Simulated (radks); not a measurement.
Coulomb parameter of the 4f shell of neutral praseodymium in the model configuration [Xe] 4f2 5d1 6s2, as a second difference U = [E(n + 0.25) + E(n - 0.25) - 2 E(n)] / (0.25)^2 with all orbitals relaxed. "Bare": the charge of the atom changes with n. "Screened": the 5d shell takes up the change at fixed total charge, which measures U(4f,4f) + U(5d,5d) - 2 U(4f,5d). All-electron calculation, Dirac Kohn-Sham, PBEsol, spin-unpolarised, spherical densities, finite nucleus; open shells are shared between the two j in proportion to 2j + 1; Fermi nuclear charge, rms radius 4.8919 fm. Program: a radial shooting solver on a logarithmic mesh with Libxc functionals.

| case | configuration | E - E(n) (eV) |
|---|---|---|
| start | [Xe] 4f2 5d1 6s2 | 0.000 |
| bare +0.25 | [Xe] 4f2.25 5d1 6s2 | -1.174 |
| bare -0.25 | [Xe] 4f1.75 5d1 6s2 | 1.975 |
| screened +0.25 | [Xe] 4f2.25 5d0.75 6s2 | -0.666 |
| screened -0.25 | [Xe] 4f1.75 5d1.25 6s2 | 0.956 |

U(bare) = 12.815 eV, U(screened by 5d) = 4.632 eV, against the Slater integral F0(4f,4f) = 24.259 eV with frozen orbitals. The step up makes a negative ion, whose loosely bound charge lowers the bare value.
